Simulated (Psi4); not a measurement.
C$_{4}$H$_{7}$ (SMILES [CH-]1CCC1), charge -1, singlet (typed; the unrestricted solution is spin-contaminated), at a GFN2-xTB geometry (a gas-phase anion, which may not be bound at this level), with bond 10-4 at 2.2 times its length; HF/3-21G run with Psi4 1.11.

Here is a job for Psi4.
```
memory 2 GB

molecule {
-1 1
  C     0.00517132    1.09925244   -0.34269289
  C    -0.00709196   -1.01871233   -0.00830742
  C    -1.07652487    0.07011928    0.08516265
  C     1.07848492    0.05524076    0.06995662
  H     0.01625217    1.98354431    0.36244730
  H    -0.01744288   -1.52642944   -0.97846478
  H    -0.00686701   -1.79084704    0.77907723
  H    -1.49140270    0.13217959    1.11834808
  H    -1.94429847   -0.05926635   -0.58796451
  H     2.02499752    0.17893695    2.32984550
  H     1.93480455   -0.08604828   -0.61533597
}

set basis 3-21g
set reference uhf
set stability_analysis follow
set scf_type pk

energy('scf')
print_variables()
```

Question: What does Psi4 print? Leave out banner, timings and long lists.

Answer: 
```
   => Loading Basis Set <=

    Name: 3-21G
    Role: ORBITAL
    Keyword: BASIS

         ---------------------------------------------------------
                                   SCF
               by Justin Turney, Rob Parrish, Andy Simmonett
                          and Daniel G. A. Smith
                              UHF Reference
         ---------------------------------------------------------

  ==> Geometry <==

    Molecular point group: c1
    Full point group: C1

    Geometry (in Angstrom), charge = -1, multiplicity = 1:

       Center              X                  Y                   Z               Mass
    ------------   -----------------  -----------------  -----------------  -----------------
         C           -0.004283884428     1.075753434822    -0.344077378055    12.000000000000
         C           -0.016547164428    -1.042211335178    -0.009691908055    12.000000000000
         C           -1.085980074428     0.046620274822     0.083778161945    12.000000000000
         C            1.069029715572     0.031741754822     0.068572131945    12.000000000000
         H            0.006796965572     1.960045304822     0.361062811945     1.007825032230
         H           -0.026898084428    -1.549928445178    -0.979849268055     1.007825032230
         H           -0.016322214428    -1.814346045178     0.777692741945     1.007825032230
         H           -1.500857904428     0.108680584822     1.116963591945     1.007825032230
         H           -1.953753674428    -0.082765355178    -0.589348998055     1.007825032230
         H            2.015542315572     0.155437944822     2.328461011945     1.007825032230
         H            1.925349345572    -0.109547285178    -0.616720458055     1.007825032230

  Running in c1 symmetry.

  Rotational constants: A =      0.35796  B =      0.32266  C =      0.21339 [cm^-1]
  Rotational constants: A =  10731.38113  B =   9673.17145  C =   6397.23238 [MHz]
  Nuclear repulsion =  115.578736384538587

  Charge       = -1
  Multiplicity = 1
  Electrons    = 32
  Nalpha       = 16
  Nbeta        = 16

  ==> Algorithm <==

  SCF Algorithm Type is PK.
  DIIS enabled.
  MOM disabled.
  Fractional occupation disabled.
  Guess Type is SAD.
  Energy threshold   = 1.00e-06
  Density threshold  = 1.00e-06
  Integral threshold = 1.00e-12

  ==> Primary Basis <==

  Basis Set: 3-21G
    Blend: 3-21G
    Number of shells: 34
    Number of basis functions: 50
    Number of Cartesian functions: 50
    Spherical Harmonics?: false
    Max angular momentum: 1

  ==> Integral Setup <==

  Using in-core PK algorithm.
   Calculation information:
      Number of atoms:                  11
      Number of AO shells:              34
      Number of primitives:             57
      Number of atomic orbitals:        50
      Number of basis functions:        50

      Integral cutoff                 1.00e-12
      Number of threads:                 1

  Performing in-core PK
  Using 1626900 doubles for integral storage.
  We computed 168277 shell quartets total.
  Whereas there are 177310 unique shell quartets.

  ==> DiskJK: Disk-Based J/K Matrices <==

    J tasked:                  Yes
    K tasked:                  Yes
    wK tasked:                  No
    Schwarz Cutoff:          1E-12

  Minimum eigenvalue in the overlap matrix is 8.3566607173E-03.
  Reciprocal condition number of the overlap matrix is 1.7249928433E-03.
    Using symmetric orthogonalization.

  ==> Pre-Iterations <==

  SCF Guess: Superposition of Atomic Densities via on-the-fly atomic UHF (no occupation information).

   -------------------------
    Irrep   Nso     Nmo
   -------------------------
     A         50      50
   -------------------------
    Total      50      50
   -------------------------

  ==> Iterations <==

                        Total Energy        Delta E     RMS |[F,P]|

   @UHF iter SAD:  -153.52757917047416   -1.53528e+02   0.00000e+00
   @UHF iter   1:  -154.24695193094698   -7.19373e-01   7.65267e-03 DIIS/ADIIS
   @UHF iter   2:  -154.32845374807783   -8.15018e-02   4.65781e-03 DIIS/ADIIS
   @UHF iter   3:  -154.35994753292675   -3.14938e-02   8.15549e-04 DIIS/ADIIS
   @UHF iter   4:  -154.36192561716683   -1.97808e-03   3.51197e-04 DIIS/ADIIS
   @UHF iter   5:  -154.36234368285170   -4.18066e-04   1.84980e-04 DIIS/ADIIS
   @UHF iter   6:  -154.36251480212547   -1.71119e-04   5.68390e-05 DIIS
   @UHF iter   7:  -154.36253962004744   -2.48179e-05   2.05082e-05 DIIS
   @UHF iter   8:  -154.36254172897327   -2.10893e-06   6.95857e-06 DIIS
   @UHF iter   9:  -154.36254197458936   -2.45616e-07   2.14861e-06 DIIS
   @UHF iter  10:  -154.36254200673645   -3.21471e-08   6.96440e-07 DIIS
  Energy and wave function converged.

    Negative totally symmetric eigenvalue detected: -0.097908
    Wavefunction unstable!
    Lowest UHF->UHF stability eigenvalues:
       A -0.097908

    Rotating orbitals by 0.5 * pi / 2 radians along unstable eigenvector.
    Running SCF again with the rotated orbitals.
   @UHF iter  11:  -154.14635028407210   -1.54146e+02   7.08523e-03 DIIS/ADIIS
   @UHF iter  12:  -154.36138855495426   -2.15038e-01   3.86930e-03 DIIS/ADIIS
   @UHF iter  13:  -154.39040763178087   -2.90191e-02   9.31517e-04 DIIS/ADIIS
   @UHF iter  14:  -154.39458052871208   -4.17290e-03   3.21521e-04 DIIS/ADIIS
   @UHF iter  15:  -154.39481381102513   -2.33282e-04   1.18653e-04 DIIS/ADIIS
   @UHF iter  16:  -154.39488363897084   -6.98279e-05   7.02274e-05 DIIS
   @UHF iter  17:  -154.39492814799479   -4.45090e-05   5.07417e-05 DIIS
   @UHF iter  18:  -154.39496604351402   -3.78955e-05   4.11057e-05 DIIS
   @UHF iter  19:  -154.39499872677828   -3.26833e-05   3.44484e-05 DIIS
   @UHF iter  20:  -154.39503101571188   -3.22889e-05   2.86897e-05 DIIS
   @UHF iter  21:  -154.39507865509282   -4.76394e-05   1.41146e-05 DIIS
   @UHF iter  22:  -154.39508856575907   -9.91067e-06   4.28375e-06 DIIS
   @UHF iter  23:  -154.39508876228047   -1.96521e-07   1.94648e-06 DIIS
   @UHF iter  24:  -154.39508879611003   -3.38296e-08   9.40675e-07 DIIS
    Wavefunction stable under totally symmetric rotations.
    Lowest totally symmetric eigenvalue: 0.028532
    Lowest UHF->UHF stability eigenvalues:
       A 0.028532

    Stability analysis over.

  ==> Post-Iterations <==

   @Spin Contamination Metric:   8.576238122E-01
   @S^2 Expected:                0.000000000E+00
   @S^2 Observed:                8.576238122E-01
   @S   Expected:                0.000000000E+00
   @S   Observed:                0.000000000E+00

    Orbital Energies [Eh]
    ---------------------

    Alpha Occupied:

       1A    -10.961518     2A    -10.955662     3A    -10.927823
       4A    -10.893001     5A     -0.892873     6A     -0.652953
       7A     -0.633310     8A     -0.454472     9A     -0.413256
      10A     -0.395556    11A     -0.291992    12A     -0.275960
      13A     -0.259503    14A     -0.208123    15A     -0.185217
      16A     -0.027010

    Alpha Virtual:

      17A      0.368621    18A      0.464549    19A      0.478239
      20A      0.523472    21A      0.549049    22A      0.563775
      23A      0.595512    24A      0.598237    25A      0.627265
      26A      0.700358    27A      0.792137    28A      1.152499
      29A      1.189321    30A      1.200044    31A      1.249602
      32A      1.270751    33A      1.288541    34A      1.297155
      35A      1.316845    36A      1.371899    37A      1.413736
      38A      1.447080    39A      1.473343    40A      1.482150
      41A      1.490167    42A      1.537980    43A      1.545135
      44A      1.576941    45A      1.591362    46A      1.713671
      47A      2.112279    48A      2.348491    49A      2.452519
      50A      2.810936

    Beta Occupied:

       1A    -10.960393     2A    -10.954965     3A    -10.938833
       4A    -10.902307     5A     -0.903599     6A     -0.666151
       7A     -0.651104     8A     -0.483215     9A     -0.422583
      10A     -0.405767    11A     -0.297576    12A     -0.264504
      13A     -0.225174    14A     -0.198766    15A     -0.146815
      16A     -0.035162

    Beta Virtual:

      17A      0.311272    18A      0.463822    19A      0.472332
      20A      0.521455    21A      0.538782    22A      0.556737
      23A      0.588424    24A      0.590983    25A      0.617804
      26A      0.681335    27A      0.778447    28A      1.146380
      29A      1.187411    30A      1.197103    31A      1.232708
      32A      1.254662    33A      1.279951    34A      1.287965
      35A      1.290029    36A      1.408184    37A      1.419247
      38A      1.456727    39A      1.470220    40A      1.478078
      41A      1.522378    42A      1.534655    43A      1.539767
      44A      1.572375    45A      1.587895    46A      1.702032
      47A      2.107893    48A      2.335996    49A      2.447342
      50A      2.805134

    Final Occupation by Irrep:
              A
    DOCC [    16 ]
    SOCC [     0 ]
    NA   [    16 ]
    NB   [    16 ]

  @UHF Final Energy:  -154.39508879611003

   => Energetics <=

    Nuclear Repulsion Energy =            115.5787363845385869
    One-Electron Energy =                -443.0624599585551096
    Two-Electron Energy =                 173.0886347779064636
    Total Energy =                       -154.3950887961100307

  UHF NO Occupations:
  HONO-2 :   14  A 1.9995778
  HONO-1 :   15  A 1.9933619
  HONO-0 :   16  A 1.3970462
  LUNO+0 :   17  A 0.6029538
  LUNO+1 :   18  A 0.0066381
  LUNO+2 :   19  A 0.0004222
  LUNO+3 :   20  A 0.0002434

Computation Completed

Properties will be evaluated at   0.000000,   0.000000,   0.000000 [a0]

Properties computed using the SCF density matrix

 Multipole Moments:

 ------------------------------------------------------------------------------------
     Multipole            Electronic (a.u.)      Nuclear  (a.u.)        Total (a.u.)
 ------------------------------------------------------------------------------------

 L = 1.  Multiply by 2.5417464519 to convert [e a0] to [Debye]
 Dipole X            :         -1.1573644            0.4217270           -0.7356375
 Dipole Y            :          0.2623678           -1.2491062           -0.9867384
 Dipole Z            :         -2.3194114            2.2482969           -0.0711145
 Magnitude           :                                                    1.2328310

 ------------------------------------------------------------------------------------

  Variable Map:
  ----------------------------------------------------------------------------
  "CURRENT ENERGY"           =>    -154.395088796110
  "CURRENT REFERENCE ENERGY" =>    -154.395088796110
  "DD SOLVATION ENERGY"      =>       0.000000000000
  "HF KINETIC ENERGY"        =>     154.290541414151
  "HF POTENTIAL ENERGY"      =>    -308.685630210261
  "HF TOTAL ENERGY"          =>    -154.395088796110
  "HF VIRIAL RATIO"          =>       2.000677600720
  "NUCLEAR REPULSION ENERGY" =>     115.578736384539
  "ONE-ELECTRON ENERGY"      =>    -443.062459958555
  "PCM POLARIZATION ENERGY"  =>       0.000000000000
  "PE ENERGY"                =>       0.000000000000
  "SCF ITERATION ENERGY"     =>    -154.395088796110
  "SCF ITERATIONS"           =>      24.000000000000
  "SCF TOTAL ENERGY"         =>    -154.395088796110
  "TWO-ELECTRON ENERGY"      =>     173.088634777906

  Array Variable Map:
  ----------------------------------------------------------------------------
  "CURRENT DIPOLE"           =>      -0.735637456436 ... -0.071114475567 1 by 3
  "SCF DIPOLE"               =>      -0.735637456436 ... -0.071114475567 1 by 3
  "SCF STABILITY EIGENVALUES" =>       0.028532016020 ... 0.028532016020 1 by 1
  "SCF TOTAL ENERGIES"       =>    -153.527579170474 ... -154.395088796110 1 by 25
```
